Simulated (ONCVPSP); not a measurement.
**gold: excitation energies, all-electron against ONCV**

* Element: gold (Au)
* Generator: ONCVPSP 4.0.1
* Type: optimised norm-conserving Vanderbilt (ONCV)
* Functional: PBEsol
* Relativity: fully relativistic
* Frozen core: [Kr] 4d10 4f14
* Valence charge: 19
* Reference configuration: 5s2 5p6 5d10 6s1
* Partial waves: 5s+6s: rc 1.55 bohr, ncon 3, nbas 6, qcut 8.5 1/bohr, 2 projectors; 5p: rc 1.50 bohr, ncon 5, nbas 10, qcut 9 1/bohr, 2 projectors, debl 3.7 Ha; 5d: rc 1.75 bohr, ncon 4, nbas 8, qcut 8.6 1/bohr, 3 projectors, debl 3.9 Ha; f scattering state at 0.12 Ha: rc 1.40 bohr, ncon 4, nbas 7, qcut 7.8 1/bohr, local
* Local potential: the f channel
* Core correction: none

Open shells are filled in proportion to 2j + 1.

Energies are relative to the spin-unpolarised reference configuration 5s2 5p6 5d10 6s1; without spin polarisation the order of configurations can differ from experiment. The f channel is local and has no spin–orbit splitting in the pseudo-atom.

| valence configuration | charge | ΔE all-electron (eV) | error AE − PS (meV) |
| --- | --- | --- | --- |
| 5s2 5p6 5d10 6s0 | +1 | 9.458 | -0.7 |
| 5s2 5p6 5d9 6s0 | +2 | 30.717 | -0.2 |

Question: What are ΔE and the potential's error for 5s2 5p6 5d10 6s0.5?

Answer: ΔE = 3.801 eV all-electron; the error (AE − PS) is -0.1 meV.

Question: What are ΔE and the potential's error for 5s2 5p6 5d8 6s0?

Answer: ΔE = 64.626 eV all-electron; the error (AE − PS) is -3.2 meV.

Note: ghosts flagged at negative energy: s at -130.0 eV; GHOST(+) flagged for p3/2 at 137.8 eV, p1/2 at 180.5 eV. A true bound ghost makes a file unfit for plane-wave use.
